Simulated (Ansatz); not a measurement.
`[SiH3]N[AsH2]` + `O=CO` → `O=CO[SiH3]` + `N[AsH2]` at 500 K and 1 bar (ligand exchange at the Si–N bond).

Program: Ansatz. Geometries: PBE0-D4/def2-TZVP. ΔE: electronic, gas phase. CCSD(T)/CBS adds triple-zeta CCSD(T) − MP2 to the extrapolated MP2 energy (def2 sets, frozen cores). This one scheme is used for every species. For As outer-core shells are correlated without core-valence functions, which leaves a few kJ/mol of doubt a bond. Scalar relativity is left out up to krypton. One conformer a species, not always the lowest.

```tsv
species	CCSD(T)/CBS energy (Eh)	H − E (kJ/mol)	S (J/(mol·K))
`[SiH3]N[AsH2]`	-2582.40077	189.6	387.2
`O=CO`	-189.60296	110.7	274.8
`O=CO[SiH3]`	-479.91321	164.7	349.0
`N[AsH2]`	-2292.09958	135.7	301.1
```

H − E and S are ideal-gas, rigid-rotor, harmonic terms from PBE0-D4/def2-TZVP, for one conformer and one mirror image of each species. 1 Eh = 2625.50 kJ/mol, R = 8.31446 J/(mol·K).

Q: By hand: ΔE, ΔH, ΔS and ΔG.

A: ΔE = (-479.91321) + (-2292.09958) − (-2582.40077) − (-189.60296) = -0.00906 Eh = -23.8 kJ/mol. Δ(H − E) = 164.7 + 135.7 − 189.6 − 110.7 = 0.1, so ΔH = -23.7 kJ/mol. ΔS = 349.0 + 301.1 − 387.2 − 274.8 = -11.9 J/(mol·K). ΔG = -23.7 − 500 × (-11.9)/1000 = -17.8 kJ/mol.

Q: By hand: the equilibrium constant, and the temperature at which ΔG would vanish if ΔH and ΔS stayed fixed.

A: log₁₀ K = −ΔG/(RT ln 10) = 1.9. ΔG = 0 at ΔH/ΔS = 1992 K, though so small a ΔS makes that figure unsure.

The number of gas molecules stays the same, so ΔS is small and ΔH decides. A doubt of 5 kJ/mol in ΔE shifts log₁₀ K by 0.5 here. Other conformers and mirror images would add mixing entropy, several J/(mol·K) or more a flexible species. These are equilibria of isolated gas molecules and say nothing of rates. Largest T1 diagnostic: 0.016 (customary marks: 0.02 for closed shells, 0.045 for open ones).
